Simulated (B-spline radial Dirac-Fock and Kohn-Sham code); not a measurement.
Kohn-Sham estimates against Dirac-Fock for the levels of Te⁴⁺

System: the Te⁴⁺ ion in the configuration [Kr] 4d10 5s1 5p1 (an excited configuration).

The density-functional columns are spherical, spin-unpolarised Dirac-Kohn-Sham results without Breit or QED terms: −ε is minus the orbital energy of the initial state and ΔSCF the difference of two total energies. The reference in the last column comes from ΔSCF Dirac-Fock with Breit, self-energy and vacuum polarisation, finite nucleus, configuration average. All numbers are from a radial B-spline solver, in eV; a selection of levels is shown. The Kohn-Sham columns are given as differences from the reference. For the 1s level of heavy atoms much of the gap between ΔSCF and the reference is the Breit and QED part, -109.1 eV here; for other levels the error of the functional can be larger.

| level | LDA −ε − DF | LDA ΔSCF − DF | Dirac-Fock |
| --- | --- | --- | --- |
| K | -255.8 | +99.2 | 31870.3 |
| L1 | -117.0 | -52.0 | 5003.0 |
| L2 | -87.3 | -6.7 | 4670.6 |
| L3 | -90.5 | -15.0 | 4399.7 |
| M1 | -58.6 | -35.2 | 1066.7 |
| M2 | -46.7 | -22.5 | 930.0 |
| M3 | -46.1 | -22.8 | 878.4 |
| M4 | -28.4 | -2.6 | 639.7 |
| M5 | -28.7 | -3.2 | 629.3 |
| N2 | -19.5 | -8.2 | 185.2 |
| N3 | -19.6 | -8.5 | 175.4 |
| N4 | -8.9 | +1.3 | 95.76 |
| N5 | -8.9 | +1.1 | 94.29 |
| O1 | -3.8 | +2.1 | 58.36 |
| O2,3 | -3.5 | +1.7 | 46.14 |

Values without a named source are computed, but for edge energies of neutral atoms, which are taken from tables.
